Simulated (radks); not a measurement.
Values are calculated unless marked as measured or tabulated.
Task: These are the eigenvalues of the occupied orbitals of an atom or ion with whole-number occupations (Ry). Level of theory: Dirac Kohn-Sham, PBEsol, spin-unpolarised, spherical densities, point nucleus (a radial shooting solver on a logarithmic mesh with Libxc functionals).

| orbital | eigenvalue |
|---|---|
| 1s1/2 | -1701.773 |
| 2s1/2 | -255.6402 |
| 2p1/2 | -237.4989 |
| 2p3/2 | -226.8805 |
| 3s1/2 | -54.02864 |
| 3p1/2 | -46.93645 |
| 3p3/2 | -45.09984 |
| 3d3/2 | -32.55741 |
| 3d5/2 | -32.19358 |
| 4s1/2 | -15.55324 |
| 4p1/2 | -13.25699 |
| 4p3/2 | -12.91215 |
| 4d3/2 | -9.22125 |
| 4d5/2 | -9.16667 |

Which element is it, and in what charge state? The configuration may be excited. Open shells, if any, are shared by 2j + 1.

Result: Z = 45, rhodium, charge +8: Rh8+ in [Kr] 4d1. The list shows which subshells hold electrons but not how many an open one holds; the 1s level, -850.89 hartree, gives Z - s = 41.3 by -(Z - s)^2/2, which with screening and relativity narrows Z to a few neighbours, and the depths of the outer levels then fix element, charge and occupations together.
